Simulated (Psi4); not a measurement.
A run for Psi4: SAPT0/jun-cc-pV(D+d)Z on F2H2 (a complex), monomers drawn apart or pushed together.

```
memory 8100 MB

molecule dimer {
0 1
F    -0.08442001    0.71660412   -0.14915627
H    -0.04780698    0.55089004    0.76703706
--
0 1
F     0.32387894   -0.01171578    2.24589035
H     0.99875836   -0.64848736    2.24320778
units angstrom
symmetry c1
no_reorient
no_com
}

set {
  basis jun-cc-pV(D+d)Z
  scf_type df
  freeze_core true
}

energy('sapt0')
```

It printed:

```
[...]
==> Input File <==

--------------------------------------------------------------------------
memory 8100 MB

molecule dimer {
0 1
F    -0.08442001    0.71660412   -0.14915627
H    -0.04780698    0.55089004    0.76703706
--
0 1
F     0.32387894   -0.01171578    2.24589035
H     0.99875836   -0.64848736    2.24320778
units angstrom
symmetry c1
no_reorient
no_com
}

set {
  basis jun-cc-pV(D+d)Z
  scf_type df
  freeze_core true
}

energy('sapt0')
--------------------------------------------------------------------------


   => Loading Basis Set <=

    Name: JUN-CC-PV(D+D)Z
    Role: ORBITAL
    Keyword: BASIS
    atoms 1, 3 entry F          line   290 file jun-cc-pv_dpd_z.gbs
    atoms 2, 4 entry H          line    60 file jun-cc-pv_dpd_z.gbs

   => Loading Basis Set <=

    Name: JUN-CC-PV(D+D)Z
    Role: ORBITAL
    Keyword: BASIS
    atoms 1, 3 entry F          line   290 file jun-cc-pv_dpd_z.gbs
    atoms 2, 4 entry H          line    60 file jun-cc-pv_dpd_z.gbs


  //>>>>>>>>>>>>>>>>>>>>>>>>>>>>>>>>>>>//
  //              Dimer HF             //
  //<<<<<<<<<<<<<<<<<<<<<<<<<<<<<<<<<<<//

   => Libint2 <=

    Primary   basis highest AM E, G, H:  7, 6, 3
    Auxiliary basis highest AM E, G, H:  7, 7, 4
    Onebody   basis highest AM E, G, H:  -, -, -
    Solid Harmonics ordering:            Gaussian


   => Loading Basis Set <=

    Name: JUN-CC-PV(D+D)Z
    Role: ORBITAL
    Keyword: BASIS
    atoms 1, 3 entry F          line   290 file jun-cc-pv_dpd_z.gbs
    atoms 2, 4 entry H          line    60 file jun-cc-pv_dpd_z.gbs


         ---------------------------------------------------------
                                   SCF
               by Justin Turney, Rob Parrish, Andy Simmonett
                          and Daniel G. A. Smith
                              RHF Reference
                        4 Threads,   7724 MiB Core
         ---------------------------------------------------------

  ==> Geometry <==

    Molecular point group: c1
    Full point group: C1

    Geometry (in Angstrom), charge = 0, multiplicity = 1:

       Center              X                  Y                   Z               Mass
    ------------   -----------------  -----------------  -----------------  -----------------
         F           -0.084420010000     0.716604120000    -0.149156270000    18.998403162730
         H           -0.047806980000     0.550890040000     0.767037060000     1.007825032230
         F            0.323878940000    -0.011715780000     2.245890350000    18.998403162730
         H            0.998758360000    -0.648487360000     2.243207780000     1.007825032230

  Running in c1 symmetry.

  Rotational constants: A =      1.55299  B =      0.16050  C =      0.14635 [cm^-1]
  Rotational constants: A =  46557.47674  B =   4811.53087  C =   4387.37479 [MHz]
  Nuclear repulsion =   31.926401270638408

  Charge       = 0
  Multiplicity = 1
  Electrons    = 20
  Nalpha       = 10
  Nbeta        = 10

  ==> Algorithm <==

  SCF Algorithm Type is DF.
  DIIS enabled.
  MOM disabled.
  Fractional occupation disabled.
  Guess Type is SAD.
  Energy threshold   = 1.00e-08
  Density threshold  = 1.00e-08
  Integral threshold = 1.00e-12

  ==> Primary Basis <==

  Basis Set: JUN-CC-PV(D+D)Z
    Blend: JUN-CC-PV(D+D)Z
    Number of shells: 22
    Number of basis functions: 46
    Number of Cartesian functions: 48
    Spherical Harmonics?: true
    Max angular momentum: 2

   => Loading Basis Set <=

    Name: (JUN-CC-PV(D+D)Z AUX)
    Role: JKFIT
    Keyword: DF_BASIS_SCF
    atoms 1, 3 entry F          line   314 file jun-cc-pvdz-jkfit.gbs
    atoms 2, 4 entry H          line    70 file jun-cc-pvdz-jkfit.gbs

  ==> Integral Setup <==

  DFHelper Memory: AOs need 0.004 GiB; user supplied 5.658 GiB.
  SCF_SUBTYPE=INCORE selected. In-core MEM_DF algorithm will be used.
  Using in-core AOs.

  ==> MemDFJK: Density-Fitted J/K Matrices <==

    J tasked:                   Yes
    K tasked:                   Yes
    wK tasked:                   No
    OpenMP threads:               4
    Algorithm:                 Core
    Schwarz Cutoff:           1E-12
    Mask sparsity (%):       0.0000
    Fitting Condition:        1E-10

   => Auxiliary Basis Set <=

  Basis Set: (JUN-CC-PV(D+D)Z AUX)
    Blend: JUN-CC-PVDZ-JKFIT
    Number of shells: 72
    Number of basis functions: 204
    Number of Cartesian functions: 232
    Spherical Harmonics?: true
    Max angular momentum: 3

  Minimum eigenvalue in the overlap matrix is 6.6921983725E-03.
  Reciprocal condition number of the overlap matrix is 1.4551483781E-03.
    Using symmetric orthogonalization.

  ==> Pre-Iterations <==

  SCF Guess: Superposition of Atomic Densities via on-the-fly atomic UHF (no occupation information).

   -------------------------
    Irrep   Nso     Nmo
   -------------------------
     A         46      46
   -------------------------
    Total      46      46
   -------------------------

  ==> Iterations <==

                    
[...]
35A      4.244313
      36A      4.271262    37A      5.052306    38A      5.753423
      39A      5.753433    40A      6.040628    41A      6.058135
      42A      6.733306    43A      7.095669    44A      7.097216
      45A      8.098774    46A     42.876782

    Final Occupation by Irrep:
              A
    DOCC [     5 ]
    NA   [     5 ]
    NB   [     5 ]

  @DF-RHF Final Energy:  -100.03054890110285

   => Energetics <=

    Nuclear Repulsion Energy =              5.1328114896736272
    One-Electron Energy =                -150.3649261706867719
    Two-Electron Energy =                  45.2015657799102968
    Total Energy =                       -100.0305489011028470

Computation Completed


Properties will be evaluated at   0.000000,   0.000000,   0.000000 [a0]

Properties computed using the SCF density matrix


 Multipole Moments:

 ------------------------------------------------------------------------------------
     Multipole            Electronic (a.u.)      Nuclear  (a.u.)        Total (a.u.)
 ------------------------------------------------------------------------------------

 L = 1.  Multiply by 2.5417464519 to convert [e a0] to [Debye]
 Dipole X            :         -6.8111695            7.3957622            0.5845928
 Dipole Y            :          0.8748871           -1.4247200           -0.5498329
 Dipole Z            :        -42.4506569           42.4361074           -0.0145496
 Magnitude           :                                                    0.8026684

 ------------------------------------------------------------------------------------

  Constructing Basis Sets for SAPT...

   => Loading Basis Set <=

    Name: (JUN-CC-PV(D+D)Z AUX)
    Role: RIFIT
    Keyword: DF_BASIS_SAPT
    atoms 1, 3 entry F          line   232 file jun-cc-pvdz-ri.gbs
    atoms 2, 4 entry H          line    30 file jun-cc-pvdz-ri.gbs

   => Loading Basis Set <=

    Name: (JUN-CC-PV(D+D)Z AUX)
    Role: JKFIT
    Keyword: DF_BASIS_ELST
    atoms 1, 3 entry F          line   314 file jun-cc-pvdz-jkfit.gbs
    atoms 2, 4 entry H          line    70 file jun-cc-pvdz-jkfit.gbs


  //>>>>>>>>>>>>>>>>>>>>>>>>>>>>>>>>>>>//
  //               SAPT0               //
  //<<<<<<<<<<<<<<<<<<<<<<<<<<<<<<<<<<<//



        SAPT0
    Ed Hohenstein
     6 June 2009

      Orbital Information
  --------------------------
    NSO        =        46
    NMO        =        46
    NRI        =       158
    NRI (Elst) =       204
    NOCC A     =         5
    NOCC B     =         5
    FOCC A     =         1
    FOCC B     =         1
    NVIR A     =        41
    NVIR B     =        41

    Elst10,r            =    -0.016403943058 [Eh]
    Exch10              =     0.019017504599 [Eh]
    Exch10 (S^2)        =     0.018842759625 [Eh]

    Maxiter = 50
    CPHF R converge = 1.000000E-08

    Iter     Energy [mEh]          dE [mEh]         Residual      Time [s]
       1      -2.69238374       2.692383739     6.646054e-03             0
       2      -3.10113536       0.408751623     7.991049e-04             0
       3      -3.09083119      -0.010304173     2.579831e-04             0
       4      -3.09078715      -0.000044040     7.337631e-05             0
       5      -3.09137539       0.000588240     2.157817e-05             0
       6      -3.09150891       0.000133518     3.656435e-06             0
       7      -3.09146283      -0.000046081     7.256470e-07             0
       8      -3.09146972       0.000006889     8.891943e-08             0
       9      -3.09146928      -0.000000436     1.332553e-08             0
      10      -3.09146929       0.000000013     2.697622e-09             0

    CHF Iterations converged

    Maxiter = 50
    CPHF R converge = 1.000000E-08

    Iter     Energy [mEh]          dE [mEh]         Residual      Time [s]
       1      -4.72688651       4.726886510     1.441686e-02             0
       2      -5.88452258       1.157636066     4.787856e-03             0
       3      -5.98053862       0.096016041     1.237508e-03             0
       4      -5.96074269      -0.019795926     2.674824e-04             0
       5      -5.95689210      -0.003850592     4.143652e-05             0
       6      -5.95790369       0.001011596     5.725623e-06             0
       7      -5.95782536      -0.000078336     1.132266e-06             0
       8      -5.95782739       0.000002028     1.912250e-07             0
       9      -5.95782876       0.000001378     4.442734e-08             0
      10      -5.95782836      -0.000000402     8.237508e-09             0

    CHF Iterations converged

    Ind20,r (A<-B)      =    -0.003091469293 [Eh]
    Ind20,r (B<-A)      =    -0.005957828363 [Eh]
    Ind20,r             =    -0.009049297656 [Eh]
    Exch-Ind20,r (A<-B) =     0.002878500153 [Eh]
    Exch-Ind20,r (B<-A) =     0.002286369784 [Eh]
    Exch-Ind20,r        =     0.005164869938 [Eh]
    Disp20              =    -0.002948700526 [Eh]
    Disp20 (SS)         =    -0.001474350263 [Eh]
    Disp20 (OS)         =    -0.001474350263 [Eh]
    Exch-Disp20         =     0.000672439406 [Eh]
    Exch-Disp20 (SS)    =     0.000388530844 [Eh]
    Exch-Disp20 (OS)    =     0.000283908562 [Eh]

    SAPT Results
  --------------------------------------------------------------------------------------------------------
    Electrostatics                -16.40394306 [mEh]     -10.29362968 [kcal/mol]     -43.06854657 [kJ/mol]
      Elst10,r                    -16.40394306 [mEh]     -10.29362968 [kcal/mol]     -43.06854657 [kJ/mol]

    Exchange                       19.01750460 [mEh]      11.93366430 [kcal/mol]      49.93045145 [kJ/mol]
      Exch10                       19.01750460 [mEh]      11.93366430 [kcal/mol]      49.93045145 [kJ/mol]
      Exch10(S^2)                  18.84275963 [mEh]      11.82401018 [kcal/mol]      49.47165858 [kJ/mol]

    Induction                      -6.36512647 [mEh]      -3.99417716 [kcal/mol]     -16.71163724 [kJ/mol]
      Ind20,r                      -9.04929766 [mEh]      -5.67852001 [kcal/mol]     -23.75892772 [kJ/mol]
      Exch-Ind20,r                  5.16486994 [mEh]       3.24100482 [kcal/mol]      13.56036415 [kJ/mol]
      delta HF,r (2)               -2.48069875 [mEh]      -1.55666197 [kcal/mol]      -6.51307367 [kJ/mol]

    Dispersion                     -2.27626112 [mEh]      -1.42837542 [kcal/mol]      -5.97632275 [kJ/mol]
      Disp20                       -2.94870053 [mEh]      -1.85033752 [kcal/mol]      -7.74181216 [kJ/mol]
      Exch-Disp20                   0.67243941 [mEh]       0.42196210 [kcal/mol]       1.76548942 [kJ/mol]
      Disp20 (SS)                  -1.47435026 [mEh]      -0.92516876 [kcal/mol]      -3.87090608 [kJ/mol]
      Disp20 (OS)                  -1.47435026 [mEh]      -0.92516876 [kcal/mol]      -3.87090608 [kJ/mol]
      Exch-Disp20 (SS)              0.38853084 [mEh]       0.24380679 [kcal/mol]       1.02008759 [kJ/mol]
      Exch-Disp20 (OS)              0.28390856 [mEh]       0.17815531 [kcal/mol]       0.74540183 [kJ/mol]

  Total HF                         -3.75156493 [mEh]      -2.35414253 [kcal/mol]      -9.84973235 [kJ/mol]
  Total SAPT0                      -6.02782604 [mEh]      -3.78251795 [kcal/mol]     -15.82605510 [kJ/mol]

  Special recipe for scaled SAPT0 (see Manual):
    Electrostatics sSAPT0         -16.40394306 [mEh]     -10.29362968 [kcal/mol]     -43.06854657 [kJ/mol]
    Exchange sSAPT0                19.01750460 [mEh]      11.93366430 [kcal/mol]      49.93045145 [kJ/mol]
    Induction sSAPT0               -6.22009502 [mEh]      -3.90316855 [kcal/mol]     -16.33085722 [kJ/mol]
    Dispersion sSAPT0              -2.25737877 [mEh]      -1.41652657 [kcal/mol]      -5.92674715 [kJ/mol]
  Total sSAPT0                     -5.86391225 [mEh]      -3.67966049 [kcal/mol]     -15.39569949 [kJ/mol]
  --------------------------------------------------------------------------------------------------------



*** Psi4 exiting successfully. Buy a developer a beer!
```

The run finished.

Cost: very roughly 8 core-seconds.
